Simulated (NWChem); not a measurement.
System: SiH3O2F; SMILES O[SiH](O)F

Here is an NWChem input.

```
start job
memory heap 200 mb stack 900 mb global 1100 mb
geometry units angstroms noautoz
  Si     0.030335    -0.029841     0.355570
  O      0.490520    -1.498111    -0.202029
  O     -1.494660     0.281387    -0.183855
  F      0.984581     1.150083    -0.216177
  H      0.183007    -0.039932     1.820921
  H      0.249531    -1.720086    -1.106667
  H     -1.774898     1.199562    -0.235083
end
basis spherical
  * library def2-svp
end
dft
  xc xpbe96 cpbe96
  iterations 150
  vectors input atomic output neutral.movecs
end
task dft energy
charge 1
dft
  odft
  mult 2
  vectors input atomic output cation.movecs
end
task dft energy
```

Parts of the log:

```
             Northwest Computational Chemistry Package (NWChem) 7.3.0
             --------------------------------------------------------

 C1  symmetry detected

                             Geometry "geometry" -> ""
                             -------------------------

 Output coordinates in angstroms (scale by  1.889725989 to convert to a.u.)

  No.       Tag          Charge          X              Y              Z
 ---- ---------------- ---------- -------------- -------------- --------------
    1 Si                  14.0000     0.03052301    -0.01572748     0.34593503
    2 O                    8.0000     0.59826132    -1.45298963    -0.19300319
    3 O                    8.0000    -1.50727573     0.18233836    -0.21029954
    4 F                    9.0000     0.90490324     1.22318704    -0.22873943
    5 H                    1.0000     0.16928151    -0.00158799     1.81263550
    6 H                    1.0000     0.38228732    -1.69968334    -1.09755610
    7 H                    1.0000    -1.85090489     1.07798280    -0.27309306

 Effective nuclear repulsion energy (a.u.)     186.7129772139

  pbe96 is a nonlocal functional; adding pw91lda local functional.

                                 NWChem DFT Module
                                 -----------------

 Summary of "ao basis" -> "ao basis" (spherical)
 ------------------------------------------------------------------------------
       Tag                 Description            Shells   Functions and Types
 ---------------- ------------------------------  ------  ---------------------
 Si                         def2-svp                 8       18   4s3p1d
 O                          def2-svp                 6       14   3s2p1d
 F                          def2-svp                 6       14   3s2p1d
 H                          def2-svp                 3        5   2s1p

            General Information
            -------------------
          SCF calculation type: DFT
          Wavefunction type:  closed shell.
          No. of atoms     :     7
          No. of electrons :    42
           Alpha electrons :    21
            Beta electrons :    21
          Charge           :     0
          Spin multiplicity:     1
          Use of symmetry is: off; symmetry adaption is: off
          Maximum number of iterations: 150
          AO basis - number of functions:    75
                     number of shells:    35
          Convergence on energy requested:  1.00D-06
          Convergence on density requested:  1.00D-05
          Convergence on gradient requested:  5.00D-04

              XC Information
              --------------
          PerdewBurkeErnzerhof Exchange Functional  1.000
            Perdew 1991 LDA Correlation Functional  1.000 local
           PerdewBurkeErnz. Correlation Functional  1.000 non-local

             Grid Information
             ----------------
          Grid used for XC integration:  medium
          Radial quadrature: Mura-Knowles
          Angular quadrature: Lebedev.
          Tag              B.-S. Rad. Rad. Pts. Rad. Cut. Ang. Pts.
          ---              ---------- --------- --------- ---------
          Si                  1.10       88           8.0       590
          O                   0.60       49          10.0       434
          F                   0.50       49           9.0       434
          H                   0.35       45          10.0       434
          Grid pruning is: on
          Number of quadrature shells:   370
          Spatial weights used:  Erf1

      Superposition of Atomic Density Guess
      -------------------------------------

 Sum of atomic energies:        -538.91120046

      Non-variational initial energy
      ------------------------------

 Total energy =    -539.928709
 1-e energy   =   -1118.255032
 2-e energy   =     391.613346
 HOMO         =      -0.450272
 LUMO         =       0.064401

   convergence    iter        energy       DeltaE   RMS-Dens  Diis-err
 ---------------- ----- ----------------- --------- --------- ---------
 d= 0,ls=0.0,diis     1   -540.9252335405 -7.28D+02  2.31D-02  1.09D+00
 d= 0,ls=0.0,diis     2   -540.7515013143  1.74D-01  1.36D-02  3.13D+00
 d= 0,ls=0.0,diis     3   -541.0396301927 -2.88D-01  1.31D-03  2.61D-02
 d= 0,ls=0.0,diis     4   -541.0418245827 -2.19D-03  3.89D-04  1.26D-03
 d= 0,ls=0.0,diis     5   -541.0419062853 -8.17D-05  1.54D-04  4.35D-04
  Resetting Diis
 d= 0,ls=0.0,diis     6   -541.0419441070 -3.78D-05  4.12D-05  1.66D-05
 d= 0,ls=0.0,diis     7   -541.0419457721 -1.67D-06  1.55D-05  4.45D-07
 d= 0,ls=0.0,diis     8   -541.0419457615  1.06D-08  7.90D-06  6.01D-07

         Total DFT energy =     -541.041945761492
      One electron energy =    -1121.346132071165
           Coulomb energy =      442.987358954467
    Exchange-Corr. energy =      -49.396149858733
 Nuclear repulsion energy =      186.712977213939

 Numeric. integr. density =       42.000001923276

                       DFT Final Molecular Orbital Analysis
                       ------------------------------------

 Vector   19  Occ=2.000000D+00  E=-3.048739D-01
              MO Center= -5.2D-01,  7.1D-02,  5.7D-02, r^2= 2.8D+00
   Bfn.  Coefficient  Atom+Function         Bfn.  Coefficient  Atom+Function
  ----- ------------  ---------------      ----- ------------  ---------------
    36      0.377858  3 O  px                39      0.259150  3 O  px
    37      0.232023  3 O  py                50     -0.225514  4 F  px
    22      0.219338  2 O  px                52     -0.204123  4 F  pz
    61     -0.180361  5 H  s                 40      0.161811  3 O  py
    53      0.150915  4 F  px                25      0.144255  2 O  px

 Vector   20  Occ=2.000000D+00  E=-2.835309D-01
              MO Center=  4.0D-01, -9.9D-01, -1.3D-01, r^2= 1.9D+00
   Bfn.  Coefficient  Atom+Function         Bfn.  Coefficient  Atom+Function
  ----- ------------  ---------------      ----- ------------  ---------------
    22      0.449522  2 O  px                25      0.333882  2 O  px
    23      0.263899  2 O  py                24     -0.200306  2 O  pz
    26      0.194363  2 O  py                51     -0.176261  4 F  py
    37     -0.140735  3 O  py                27     -0.138073  2 O  pz
    54      0.122019  4 F  py                50      0.118301  4 F  px

 Vector   21  Occ=2.000000D+00  E=-2.790053D-01
              MO Center= -1.0D+00,  5.6D-02,  5.1D-02, r^2= 2.0D+00
   Bfn.  Coefficient  Atom+Function         Bfn.  Coefficient  Atom+Function
  ----- ------------  ---------------      ----- ------------  ---------------
    38      0.528155  3 O  pz                41      0.389218  3 O  pz
    62     -0.188809  5 H  s                 61     -0.186521  5 H  s
    36     -0.170479  3 O  px                23      0.157304  2 O  py
    39     -0.122454  3 O  px                26      0.112847  2 O  py
    50      0.081502  4 F  px                22     -0.078967  2 O  px

 Vector   22  Occ=0.000000D+00  E= 1.063497D-02
              MO Center= -7.8D-01,  2.9D-02, -3.9D-01, r^2= 5.2D+00
   Bfn.  Coefficient  Atom+Function         Bfn.  Coefficient  Atom+Function
  ----- ------------  ---------------      ----- ------------  ---------------
    72      0.763184  7 H  s                  4      0.723970  1 Si s
    35     -0.679076  3 O  s                 67      0.591498  6 H  s
    21     -0.526898  2 O  s                 62     -0.434597  5 H  s
    40     -0.206140  3 O  py                34     -0.196736  3 O  s
    71      0.164598  7 H  s                 27      0.153388  2 O  pz

 Vector   23  Occ=0.000000D+00  E= 3.029650D-02
              MO Center= -2.0D-01, -3.4D-01, -3.2D-01, r^2= 5.3D+00
   Bfn.  Coefficient  Atom+Function         Bfn.  Coefficient  Atom+Function
  ----- ------------  ---------------      ----- ------------  ---------------
    67     -0.759809  6 H  s                 21      0.715872  2 O  s
    72      0.516044  7 H  s                 35     -0.510425  3 O  s
    11     -0.470809  1 Si px                12      0.357321  1 Si py
    40     -0.210047  3 O  py                66     -0.201980  6 H  s
    27     -0.192758  2 O  pz                37     -0.177958  3 O  py

 Vector   24  Occ=0.000000D+00  E= 5.830681D-02
              MO Center=  6.8D-02,  1.6D-01,  5.4D-01, r^2= 3.2D+00
   Bfn.  Coefficient  Atom+Function         Bfn.  Coefficient  Atom+Function
  ----- ------------  ---------------      ----- ------------  ---------------
    12      0.924255  1 Si py                49     -0.523828  4 F  s
    11      0.501492  1 Si px                 4      0.470942  1 Si s
    62     -0.279184  5 H  s                  9      0.240949  1 Si py
    35      0.217427  3 O  s                 72     -0.206336  7 H  s
    25     -0.183924  2 O  px                 8      0.173031  1 Si px

     Multipole analysis of the density
     ---------------------------------

     L   x y z        total         alpha         beta         nuclear
     -   - - -        -----         -----         ----         -------
     0   0 0 0      0.000000    -21.000000    -21.000000     42.000000

     1   1 0 0     -0.504251     -0.252125     -0.252125      0.000000
     1   0 1 0      0.192263      0.096132      0.096132      0.000000
     1   0 0 1     -0.320703     -0.160351     -0.160351      0.000000

     2   2 0 0    -22.387346    -68.369474    -68.369474    114.351602
     2   1 1 0     -2.526763      2.027391      2.027391     -6.581545
     2   1 0 1     -0.135063     -0.584942     -0.584942      1.034822
     2   0 2 0    -21.089649    -72.459087    -72.459087    123.828525
     2   0 1 1      1.994153     -0.628879     -0.628879      3.251911
     2   0 0 2    -20.062341    -23.177965    -23.177965     26.293589

                                 NWChem DFT Module
                                 -----------------

[...]
```

Level: PBE/def2-SVP, vertical spin-unrestricted ions. Geometry: optimised at PBE0/def2-SVP.
